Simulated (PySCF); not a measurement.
A geometry optimisation on `[O]=[Os](=[O])(=[O])=[O]`.

Method: PBE0-D3(BJ)/def2-SVP geometry optimisation, gas phase, def2 core potentials past Kr (PySCF 2.14.0). Start geometry: GFN2-xTB. A driver script takes a list of jobs; this job's settings line and coordinates (Å) are shown.

Input:
```
{"job": {"xc": "PBE0", "basis": "def2-SVP", "d3": "d3bj", "grid": 1, "maxiter": 30, "shake": 0.03, "kind": "geom"}, "charge": 0, "multiplicity": 1}
Os     0.061120    -0.076700     0.012450
O     -0.006820    -0.030970     1.612700
O      1.462430     0.003120    -0.575250
O     -0.670580     1.332640    -0.531290
O     -0.771300    -1.338560    -0.580720
```

Output:
```
step   0  E = -390.94687710  max force = 0.305512
step   1  E = -391.01522647  max force = 0.011901
step   2  E = -391.01570633  max force = 0.006572
step   3  E = -391.01576858  max force = 0.000797
step   4  E = -391.01577079  max force = 0.000189
optimisation converged
```

Energies in Eh; «max force» is the largest Cartesian gradient component in Eh/bohr.

How much energy does the optimisation release, in kJ/mol?

E(step 0) − E(last step) = 0.068894 Eh, which is 180.9 kJ/mol.

Give the first gradient maximum in eV/Å.

With 1 Eh/bohr = 51.422 eV/Å, 15.710 eV/Å.

Summary of the converged run: final energy -391.01577 Eh after 4 steps; dipole 0.00 D.

Estimate the wall time. Hardware: Arm Neoverse N1, one thread, on a shared host. And the peak memory of the process?

About 31 s, with 0.34 GiB resident at the peak, the Python interpreter and its libraries included.
Labels such as C1 count atoms from 1, the log's own numbers from 0.
